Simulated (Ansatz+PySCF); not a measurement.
## quartet Co: levels of theory in one basis

A single Co atom.

Basis set: def2-SVP (spherical functions). Frozen core: 5 orbitals. Correlation on ROHF uses semicanonical orbitals with singles. Charge 0, multiplicity 4.

Computed with Ansatz (development build ahead of 0.2.0); each method stands on the lowest determinant of its kind that the runs found.

```
  method  E − E(ROHF) (eV)  <S²> of the determinant
    ROHF              0.00                     3.75
     UHF             -0.16                     3.76
ROHF-MP2             -7.25                        –
 UHF-MP2             -7.24                     3.76
```

Task: Is a single determinant a sound starting point here?

Result: By this sign, yes. Unrestricted orbitals gain 0.16 eV and <S²> is 3.76 against 3.75 for a pure state.
